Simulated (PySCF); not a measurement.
Cl₂Pb, charge -1, sextet, at a GFN2-xTB geometry of the parent state (such geometries of metal compounds can be far from the true shape) (a state made from the parent by changing its charge; the spin is typed, not shown lowest) (core potentials on Pb) (a gas-phase anion, which may not be bound at this level); DF-HF/def2-TZVP (PySCF).

Input for PySCF:
```python
from pyscf import gto, scf

mol = gto.M(
    atom='''
Pb    0.00704312   -0.01025569    0.42593907
Cl    1.47900338    1.68337558   -1.01206530
Cl   -1.51297608   -1.63390696   -1.04246435
''',
    basis='def2-tzvp',
    ecp={'Pb': 'def2-tzvp'},
    charge=-1,
    spin=5,
    verbose=4,
)

mf = scf.ROHF(mol)
mf = mf.density_fit(auxbasis='def2-universal-jkfit')
mf.kernel()
```

Task: What does PySCF print? Leave out banner, timings and long lists.

Result: 
```
PySCF version 2.14.0

[INPUT] verbose = 4
[INPUT] num. atoms = 3
[INPUT] num. electrons = 57
[INPUT] charge = -1
[INPUT] spin (= nelec alpha-beta = 2S) = 5
[INPUT] symmetry False subgroup None
[INPUT] Mole.unit = angstrom
[INPUT] Symbol           X                Y                Z      unit          X                Y                Z       unit  Magmom
[...]
nuclear repulsion = 182.753177755035
number of shells = 42
number of NR pGTOs = 217
number of NR cGTOs = 124
basis = def2-tzvp
ecp = {'Pb': 'def2-tzvp'}

******** <class 'pyscf.df.df_jk.DFROHF'> ********
method = DFROHF
initial guess = minao
damping factor = 0
level_shift factor = 0
DIIS = <class 'pyscf.scf.diis.CDIIS'>
diis_start_cycle = 1
diis_space = 8
diis_damp = 0
SCF conv_tol = 1e-09
SCF conv_tol_grad = None
SCF max_cycles = 50
direct_scf = False
num. doubly occ = 26  num. singly occ = 5
Set gradient conv threshold to 3.16228e-05
******** <class 'pyscf.df.df.DF'> ********
auxbasis = def2-universal-jkfit
init E= -1078.09660690907
[...]
cycle= 1 E= -1109.73654632279  delta_E= -31.6  |g|= 1.97  |ddm|= 7.49
[...]
cycle= 2 E= -1108.48373403355  delta_E= 1.25  |g|= 2.19  |ddm|= 6.14
[...]
cycle= 3 E= -1110.53772393942  delta_E= -2.05  |g|= 0.549  |ddm|=  4.9
[...]
cycle= 4 E= -1110.64491724084  delta_E= -0.107  |g|=  0.2  |ddm|= 0.658
[...]
cycle= 5 E= -1110.65671153251  delta_E= -0.0118  |g|= 0.0939  |ddm|= 0.248
[...]
cycle= 6 E= -1110.66083611801  delta_E= -0.00412  |g|= 0.0182  |ddm|= 0.176
[...]
cycle= 7 E= -1110.66132176878  delta_E= -0.000486  |g|= 0.00982  |ddm|= 0.0363
[...]
cycle= 8 E= -1110.66184831441  delta_E= -0.000527  |g|= 0.00908  |ddm|= 0.042
[...]
cycle= 9 E= -1110.66225429619  delta_E= -0.000406  |g|= 0.00893  |ddm|= 0.0326
[...]
cycle= 10 E= -1110.66355480888  delta_E= -0.0013  |g|= 0.00859  |ddm|= 0.108
[...]
cycle= 11 E= -1110.66473129027  delta_E= -0.00118  |g|= 0.00801  |ddm|= 0.101
[...]
cycle= 12 E= -1110.66425714155  delta_E= 0.000474  |g|= 0.0122  |ddm|= 0.0373
[...]
cycle= 13 E= -1110.66761777685  delta_E= -0.00336  |g|= 0.0552  |ddm|= 0.524
[...]
cycle= 14 E= -1110.66801750795  delta_E= -0.0004  |g|= 0.0438  |ddm|= 0.0414
[...]
cycle= 15 E= -1110.66789904851  delta_E= 0.000118  |g|= 0.0607  |ddm|= 0.116
[...]
cycle= 16 E= -1110.66816091284  delta_E= -0.000262  |g|= 0.052  |ddm|= 0.0427
[...]
cycle= 17 E= -1110.66886735567  delta_E= -0.000706  |g|= 0.0228  |ddm|= 0.109
[...]
cycle= 18 E= -1110.669553762  delta_E= -0.000686  |g|= 0.0412  |ddm|= 0.177
[...]
cycle= 19 E= -1110.66888117472  delta_E= 0.000673  |g|= 0.00997  |ddm|= 0.233
[...]
cycle= 20 E= -1110.67062675622  delta_E= -0.00175  |g|= 0.0546  |ddm|= 0.447
[...]
cycle= 21 E= -1110.66968945926  delta_E= 0.000937  |g|= 0.00729  |ddm|= 0.368
[...]
cycle= 22 E= -1110.67029529494  delta_E= -0.000606  |g|= 0.00669  |ddm|= 0.0706
[...]
cycle= 23 E= -1110.67181057074  delta_E= -0.00152  |g|= 0.00515  |ddm|= 0.186
[...]
cycle= 24 E= -1110.67193357704  delta_E= -0.000123  |g|= 0.00521  |ddm|= 0.0162
[...]
cycle= 25 E= -1110.67194752521  delta_E= -1.39e-05  |g|= 0.00496  |ddm|= 0.00876
[...]
cycle= 26 E= -1110.67359754997  delta_E= -0.00165  |g|= 0.0509  |ddm|= 0.471
[...]
cycle= 27 E= -1110.67366078593  delta_E= -6.32e-05  |g|= 0.0377  |ddm|= 0.106
[...]
cycle= 28 E= -1110.67354555036  delta_E= 0.000115  |g|= 0.0444  |ddm|= 0.0337
[...]
cycle= 29 E= -1110.67362754896  delta_E= -8.2e-05  |g|= 0.0381  |ddm|= 0.0366
[...]
cycle= 30 E= -1110.6742693046  delta_E= -0.000642  |g|= 0.0254  |ddm|= 0.0467
[...]
cycle= 31 E= -1110.67444043258  delta_E= -0.000171  |g|= 0.00947  |ddm|= 0.0458
[...]
cycle= 32 E= -1110.67517340003  delta_E= -0.000733  |g|= 0.0161  |ddm|= 0.162
[...]
cycle= 33 E= -1110.67511406589  delta_E= 5.93e-05  |g|= 0.00834  |ddm|= 0.0409
[...]
cycle= 34 E= -1110.67547659549  delta_E= -0.000363  |g|= 0.00476  |ddm|= 0.0799
[...]
cycle= 35 E= -1110.67579064113  delta_E= -0.000314  |g|= 0.0134  |ddm|= 0.165
[...]
cycle= 36 E= -1110.67575680851  delta_E= 3.38e-05  |g|= 0.00406  |ddm|= 0.0826
[...]
cycle= 37 E= -1110.67590594712  delta_E= -0.000149  |g|= 0.0052  |ddm|= 0.106
[...]
cycle= 38 E= -1110.6759264261  delta_E= -2.05e-05  |g|= 0.000809  |ddm|= 0.0125
[...]
cycle= 39 E= -1110.675928317  delta_E= -1.89e-06  |g|= 0.000941  |ddm|= 0.0235
[...]
cycle= 40 E= -1110.67592928674  delta_E= -9.7e-07  |g|= 0.000483  |ddm|= 0.0109
[...]
cycle= 41 E= -1110.6759295408  delta_E= -2.54e-07  |g|= 4.09e-05  |ddm|= 0.00294
[...]
cycle= 42 E= -1110.67592954117  delta_E= -3.76e-10  |g|= 4.16e-05  |ddm|= 0.000141
[...]
cycle= 43 E= -1110.67592954259  delta_E= -1.42e-09  |g|= 2.36e-06  |ddm|= 0.000203
[...]
cycle= 44 E= -1110.67592954268  delta_E= -8.66e-11  |g|= 1.05e-06  |ddm|= 7.87e-05
[...]
Extra cycle  E= -1110.67592954268  delta_E= -1.59e-12  |g|= 6.38e-07  |ddm|= 3.58e-06
converged SCF energy = -1110.67592954268
```
